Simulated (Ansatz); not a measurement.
Input file for Ansatz (a quantum-chemistry and plane-wave program): U-CCSD(T)/cc-pVDZ on GaH3 (SMILES [GaH3]), a point of a bond scan (R = 1.727 Å). The run froze 14 orbitals, filled d shells among them.

Ansatz 0.2 input:
```yaml
crystal:
  periodic: [false, false, false]
  atoms:
    - {symbol: Ga, position_ang: [-0.00000000, 0.00000000, -0.00000000]}
    - {symbol: H, position_ang: [1.72251971, -0.11990152, -0.02255494]}
    - {symbol: H, position_ang: [-0.87742328, -1.30173746, 0.00609279]}
    - {symbol: H, position_ang: [-0.68850373, 1.41073884, 0.01441170]}
basis:
  gaussian:
    orbitals: cc-pVDZ
correlation: {method: ccsd_t, electrons: outside_noble_gas}
scf: {omitted_lower_state_checks: [cluster_reference]}
magnetization: {spin_polarized: true, initial_magnetization: 0}
```

Output:

```
WARN ansatz: RAYON_NUM_THREADS=2 ignored (pool sized by the plan → 2); use --threads N
Functional definition: HF
these checks for a lower state are left out or cut short: cluster_reference
integrals: 0.02 GiB planned
450 factors; integrals over basis functions are off by at most 8.6e-4 eV
mean field: 0.11 GiB planned
mean field evaluation 1: about -52379.4374 eV, gradient 5.8e0 eV
mean field evaluation 2: about -52379.4439 eV, gradient 5.8e0 eV
mean field evaluation 4: about -52379.8241 eV, gradient 3.3e-1 eV
mean field evaluation 8: about -52379.8249 eV, gradient 2.0e-5 eV
mean field -52379.82485014 eV, -1924.9230589223 hartree, gradient 6.4e-7 eV, S^2 0.000000; 0 other end points of the search recorded, 0 dependent functions left out
14 core orbitals not correlated
reference -52379.82485014 eV, -1924.9230589223 hartree; 3, 3 occupied and 25, 25 virtual orbitals, 450 factors
second order -2.07306990 eV of doubles, -0.00000000 eV of singles
coupled cluster: 0.07 GiB planned
cycle   1  -2.53614223 eV  change   -4.6e-1 eV  update   5.2e-2
cycle   2  -2.72001146 eV  change   -1.8e-1 eV  update   1.9e-2
cycle   3  -2.72404204 eV  change   -4.0e-3 eV  update   3.9e-3
cycle   4  -2.72440150 eV  change   -3.6e-4 eV  update   9.3e-4
cycle   5  -2.72416750 eV  change    2.3e-4 eV  update   2.9e-4
cycle   6  -2.72408823 eV  change    7.9e-5 eV  update   6.9e-5
cycle   7  -2.72412623 eV  change   -3.8e-5 eV  update   1.8e-5
cycle   8  -2.72412388 eV  change    2.3e-6 eV  update   4.6e-6
perturbative correction -0.03437097 eV, -0.0012631098 hartree
Total energy: -52382.58334499 eV, -1925.0244317383 hartree
Checks for a lower state left out: cluster_reference
```

The run converged.

Cost: roughly 0.9 core-seconds.
